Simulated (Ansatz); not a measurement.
CH9GeN, closed shell: a saddle search.

in.yaml

```yaml
crystal:
  periodic: [false, false, false]
  atoms:
    - {symbol: Ge, position_ang: [-0.824500, -0.154000, -0.005800]}
    - {symbol: N, position_ang: [0.558800, -0.939900, 1.185200]}
    - {symbol: H, position_ang: [-1.470300, -1.466100, -0.466800]}
    - {symbol: H, position_ang: [-1.820900, 0.516900, 0.872900]}
    - {symbol: C, position_ang: [0.054500, 0.709400, -1.535000]}
    - {symbol: H, position_ang: [0.766700, 0.186400, 1.426500]}
    - {symbol: H, position_ang: [0.459500, 1.412700, 1.240900]}
    - {symbol: H, position_ang: [0.247100, -1.475400, 1.986600]}
    - {symbol: H, position_ang: [1.334600, -1.425100, 0.750200]}
    - {symbol: H, position_ang: [-0.082400, 1.783000, -1.478900]}
    - {symbol: H, position_ang: [1.121100, 0.510300, -1.499100]}
    - {symbol: H, position_ang: [-0.344300, 0.341900, -2.476700]}
basis:
  gaussian: {orbitals: def2-SVP}
hamiltonian: {xc: pbe0, dispersion: d4}
saddle:
  max_steps: 30
```

Launched with

```bash
ansatz run in.yaml --threads 4 --pin off --events-out ev --progress --plain --max-ram 9574MiB
```

What Ansatz 0.2.0 printed:

```
Functional definition: PBE0
  name "PBE0"
  cite "Adamo & Barone, J. Chem. Phys. 110, 6158 (1999) doi:10.1063/1.478522"
  cite "Perdew, Burke & Ernzerhof, Phys. Rev. Lett. 77, 3865 (1996) doi:10.1103/PhysRevLett.77.3865"
  parent pbe
  parameter a = 0.25
  parameter kappa = 0.804
  parameter beta = 0.06672455060314922
  exchange = (1 - a)*pbe_x(kappa = kappa, mu = beta*pi^2/3) + a*exact_x
  correlation = pbe_c(beta = beta)
1153 factors; integrals over basis functions are off by at most 3.6e-4 eV
mean field evaluation 1: about -59163.3025 eV, gradient 5.7e1 eV
mean field evaluation 2: about -59158.8319 eV, gradient 7.1e1 eV
mean field evaluation 4: about -59170.1780 eV, gradient 3.3e0 eV
mean field evaluation 8: about -59170.2118 eV, gradient 8.2e-2 eV
mean field -59170.21179227 eV, -2174.4651763559 hartree, gradient 4.6e-5 eV, S^2 0.000000; 0 other end points of the search recorded, 0 dependent functions left out
the calculation of the forces begins
reference -59170.21182112 eV, -2174.4651774160 hartree; 27, 27 occupied and 78, 78 virtual orbitals, 1153 factors
saddle search: the rotation starts from a random direction (saddle.seed = 0)
these checks for a lower state are left out or cut short: stability, starts, cluster_reference, orbital_swaps, neighbouring_geometries, increment
1153 factors; integrals over basis functions are off by at most 3.7e-4 eV
mean field evaluation 16: about -59170.2011 eV, gradient 4.1e-1 eV
mean field -59170.20955539 eV, -2174.4650941520 hartree, gradient 9.7e-7 eV, S^2 0.000000; 0 other end points of the search recorded, 0 dependent functions left out
the calculation of the forces begins
reference -59170.20958424 eV, -2174.4650952122 hartree; 27, 27 occupied and 78, 78 virtual orbitals, 1153 factors
these checks for a lower state are left out or cut short: stability, starts, cluster_reference, orbital_swaps, neighbouring_geometries, increment
1153 factors; integrals over basis functions are off by at most 3.6e-4 eV
mean field -59170.20670585 eV, -2174.4649894334 hartree, gradient 1.8e-6 eV, S^2 0.000000; 0 other end points of the search recorded, 0 dependent functions left out
the calculation of the forces begins
reference -59170.20673469 eV, -2174.4649904932 hartree; 27, 27 occupied and 78, 78 virtual orbitals, 1153 factors
these checks for a lower state are left out or cut short: stability, starts, cluster_reference, orbital_swaps, neighbouring_geometries, increment
1153 factors; integrals over basis functions are off by at most 3.6e-4 eV
mean field evaluation 32: about -59170.2029 eV, gradient 2.0e-6 eV
mean field -59170.20286275 eV, -2174.4648482022 hartree, gradient 2.0e-6 eV, S^2 0.000000; 0 other end points of the search recorded, 0 dependent functions left out
the calculation of the forces begins
[...]
the calculation of the forces begins
reference -59170.20087836 eV, -2174.4647752772 hartree; 27, 27 occupied and 78, 78 virtual orbitals, 1153 factors
these checks for a lower state are left out or cut short: stability, starts, cluster_reference, orbital_swaps, neighbouring_geometries, increment
1153 factors; integrals over basis functions are off by at most 3.6e-4 eV
mean field evaluation 128: about -59170.2024 eV, gradient 7.9e-7 eV
mean field -59170.20242864 eV, -2174.4648322487 hartree, gradient 1.2e-6 eV, S^2 0.000000; 0 other end points of the search recorded, 0 dependent functions left out
the calculation of the forces begins
reference -59170.20245746 eV, -2174.4648333078 hartree; 27, 27 occupied and 78, 78 virtual orbitals, 1153 factors
saddle step   1: F+E_penalty+E_count = -59170.39120554 eV  max|allowed force component| = 1.018e0 eV/Å  curvature = -5.8742 eV/Å²  mode residual = 7.18e-2 eV/Å²  Δτ_max = 0.0000 Å  (16 rotations, 20 force calls, 298 SCF iters)  cluster: 3 rotations left out, max|force component along them| = 2.767e-8 eV/Å
saddle step   2: F+E_penalty+E_count = -59170.32230729 eV  max|allowed force component| = 1.233e0 eV/Å  curvature = -5.0796 eV/Å²  mode residual = 2.72e0 eV/Å²  Δτ_max = 0.2000 Å  (1 rotations, 3 force calls, 57 SCF iters)  cluster: 3 rotations left out, max|force component along them| = 3.776e-8 eV/Å
saddle step   3: F+E_penalty+E_count = -59170.43876061 eV  max|allowed force component| = 7.897e-1 eV/Å  curvature = -6.4297 eV/Å²  mode residual = 1.95e0 eV/Å²  Δτ_max = 0.1852 Å  (1 rotations, 3 force calls, 58 SCF iters)  cluster: 3 rotations left out, max|force component along them| = 3.483e-8 eV/Å
saddle step   4: F+E_penalty+E_count = -59170.44597157 eV  max|allowed force component| = 6.732e-1 eV/Å  curvature = -6.3207 eV/Å²  mode residual = 1.12e0 eV/Å²  Δτ_max = 0.0443 Å  (1 rotations, 3 force calls, 55 SCF iters)  cluster: 3 rotations left out, max|force component along them| = 7.977e-8 eV/Å
saddle step   5: F+E_penalty+E_count = -59170.45798588 eV  max|allowed force component| = 5.225e-1 eV/Å  curvature = -6.3016 eV/Å²  mode residual = 1.22e0 eV/Å²  Δτ_max = 0.0131 Å  (1 rotations, 3 force calls, 54 SCF iters)  cluster: 3 rotations left out, max|force component along them| = 6.443e-8 eV/Å
saddle step   6: F+E_penalty+E_count = -59170.48035501 eV  max|allowed force component| = 2.926e-1 eV/Å  curvature = -6.5982 eV/Å²  mode residual = 9.08e-1 eV/Å²  Δτ_max = 0.0332 Å  (1 rotations, 3 force calls, 54 SCF iters)  cluster: 3 rotations left out, max|force component along them| = 7.703e-8 eV/Å
saddle step   7: F+E_penalty+E_count = -59170.49647833 eV  max|allowed force component| = 1.615e-1 eV/Å  curvature = -7.3933 eV/Å²  mode residual = 1.50e0 eV/Å²  Δτ_max = 0.0468 Å  (1 rotations, 3 force calls, 54 SCF iters)  cluster: 3 rotations left out, max|force component along them| = 6.528e-8 eV/Å
saddle step   8: F+E_penalty+E_count = -59170.49521326 eV  max|allowed force component| = 1.522e-1 eV/Å  curvature = -7.9688 eV/Å²  mode residual = 1.31e0 eV/Å²  Δτ_max = 0.0322 Å  (1 rotations, 3 force calls, 55 SCF iters)  cluster: 3 rotations left out, max|force component along them| = 1.223e-7 eV/Å
saddle step   9: F+E_penalty+E_count = -59170.49795941 eV  max|allowed force component| = 7.087e-2 eV/Å  curvature = -7.8452 eV/Å²  mode residual = 6.22e-1 eV/Å²  Δτ_max = 0.0158 Å  (1 rotations, 3 force calls, 54 SCF iters)  cluster: 3 rotations left out, max|force component along them| = 7.563e-8 eV/Å
saddle step  10: F+E_penalty+E_count = -59170.49822429 eV  max|allowed force component| = 5.720e-2 eV/Å  curvature = -7.8973 eV/Å²  mode residual = 6.36e-1 eV/Å²  Δτ_max = 0.0029 Å  (1 rotations, 3 force calls, 49 SCF iters)  cluster: 3 rotations left out, max|force component along them| = 7.458e-7 eV/Å
saddle step  11: F+E_penalty+E_count = -59170.49882653 eV  max|allowed force component| = 3.014e-2 eV/Å  curvature = -8.0664 eV/Å²  mode residual = 4.50e-1 eV/Å²  Δτ_max = 0.0121 Å  (1 rotations, 5 force calls, 78 SCF iters)  cluster: 3 rotations left out, max|force component along them| = 4.709e-8 eV/Å
saddle step  12: F+E_penalty+E_count = -59170.49950117 eV  max|allowed force component| = 3.129e-2 eV/Å  curvature = -8.1596 eV/Å²  mode residual = 5.19e-1 eV/Å²  Δτ_max = 0.0191 Å  (1 rotations, 6 force calls, 93 SCF iters)  cluster: 3 rotations left out, max|force component along them| = 8.067e-8 eV/Å
saddle step  13: F+E_penalty+E_count = -59170.50000516 eV  max|allowed force component| = 7.348e-2 eV/Å  curvature = -8.0566 eV/Å²  mode residual = 3.05e-1 eV/Å²  Δτ_max = 0.0286 Å  (1 rotations, 3 force calls, 54 SCF iters)  cluster: 3 rotations left out, max|force component along them| = 6.477e-8 eV/Å
saddle step  14: F+E_penalty+E_count = -59170.50083698 eV  max|allowed force component| = 5.048e-2 eV/Å  curvature = -8.1579 eV/Å²  mode residual = 4.23e-1 eV/Å²  Δτ_max = 0.0303 Å  (1 rotations, 3 force calls, 55 SCF iters)  cluster: 3 rotations left out, max|force component along them| = 8.758e-8 eV/Å
saddle step  15: F+E_penalty+E_count = -59170.50134233 eV  max|allowed force component| = 2.578e-2 eV/Å  curvature = -8.1367 eV/Å²  mode residual = 2.94e-1 eV/Å²  Δτ_max = 0.0240 Å  (1 rotations, 6 force calls, 96 SCF iters)  cluster: 3 rotations left out, max|force component along them| = 7.163e-8 eV/Å
saddle step  16: F+E_penalty+E_count = -59170.50146042 eV  max|allowed force component| = 3.822e-2 eV/Å  curvature = -8.2230 eV/Å²  mode residual = 3.18e-1 eV/Å²  Δτ_max = 0.0150 Å  (1 rotations, 6 force calls, 92 SCF iters)  cluster: 3 rotations left out, max|force component along them| = 4.480e-8 eV/Å
saddle step  17: F+E_penalty+E_count = -59170.50190608 eV  max|allowed force component| = 2.018e-2 eV/Å  curvature = -8.1473 eV/Å²  mode residual = 1.48e-1 eV/Å²  Δτ_max = 0.0180 Å  (1 rotations, 8 force calls, 118 SCF iters)  cluster: 3 rotations left out, max|force component along them| = 6.670e-8 eV/Å
saddle step  18: F+E_penalty+E_count = -59170.50222007 eV  max|allowed force component| = 2.168e-2 eV/Å  curvature = -8.2096 eV/Å²  mode residual = 1.91e-1 eV/Å²  Δτ_max = 0.0375 Å  (1 rotations, 13 force calls, 187 SCF iters)  cluster: 3 rotations left out, max|force component along them| = 8.549e-8 eV/Å
saddle search: the force at step 19 is within saddle.f_tol, and the search now checks the order of the point unasked, as it does wherever a lone molecule whose rigid rotations it leaves out would converge (saddle.isolated_cluster): at most 100 rotations across the mode and 202 force calls, two more next to a line or behind a second negative curvature, two more where it reads a positive, two for each turn that reads one and six more at each negative that it reads, and up to 22 at one that stands (24 where saddle.amplitude is under 0.005 Å), over each length that the point is read over (saddle.order_check: false declines the check)
saddle search: the rotation starts from a random direction (saddle.seed = 0)
saddle step  19: F+E_penalty+E_count = -59170.50232097 eV  max|allowed force component| = 1.355e-2 eV/Å  curvature = -8.3501 eV/Å² (error put at 0.0067; -8.3561 at half of saddle.amplitude)  mode residual = 1.97e-1 eV/Å²  Δτ_max = 0.0281 Å  (1 rotations, 43 force calls, 583 SCF iters)  order check (unasked): unresolved, curvature across the mode = +0.0750 eV/Å² (34 force calls)  cluster: 3 rotations left out, max|force component along them| = 7.450e-8 eV/Å
saddle search: converged; its order check could not tell the order of the point: after 30 rotations it read +0.075 eV/Å² across the mode with a residual of 8.89e-2 eV/Å², and holds the second-lowest curvature to +0.075 eV/Å² at the most. That shows no second curvature under the negative of saddle.curvature_tol, and does not show that there is none
Total energy: -59170.50234989 eV, -2174.4758541516 hartree
Atom 0 at    -0.721191    -0.085742     0.034778 Å, force     0.001103     0.000264     0.000368 eV/Å
Atom 1 at     0.595924    -0.947653     1.293385 Å, force     0.000433     0.002375    -0.000743 eV/Å
Atom 2 at    -1.268801    -1.473988    -0.480604 Å, force    -0.000196     0.000471    -0.000120 eV/Å
Atom 3 at    -1.920713     0.533970     0.766795 Å, force    -0.000315    -0.000461    -0.000278 eV/Å
Atom 4 at     0.029170     0.755712    -1.554146 Å, force     0.007421     0.000946    -0.005382 eV/Å
Atom 5 at     0.778516     0.203197     1.495594 Å, force    -0.000493    -0.000297    -0.000915 eV/Å
Atom 6 at     0.393018     1.266602     1.120801 Å, force     0.000220    -0.001473     0.000272 eV/Å
Atom 7 at     0.197885    -1.519642     2.041763 Å, force     0.000511    -0.000378    -0.000350 eV/Å
Atom 8 at     1.356510    -1.463278     0.845102 Å, force    -0.000912     0.000353     0.000714 eV/Å
Atom 9 at     0.034245     1.846808    -1.434396 Å, force     0.000530    -0.008808    -0.001522 eV/Å
Atom 10 at     1.069732     0.420665    -1.682190 Å, force    -0.013552     0.004124     0.001335 eV/Å
Atom 11 at    -0.544395     0.463448    -2.446883 Å, force     0.005252     0.002885     0.006621 eV/Å
Dipole moment:     0.210527    -0.554289     0.027504 e Å

[the SCF lines of later steps are left out]
```

The lines “mean field evaluation” count trial sets of orbitals through the whole run, from several starts and some on an approximate energy, so they need not fall steadily or lie above the final value.

The run took about 2.2 min on 4 CPU threads of an Arm Neoverse V2 (shared host).


The run ended normally. No guess of the unstable mode was given, so the search starts along a random direction and may reach another saddle than the intended one.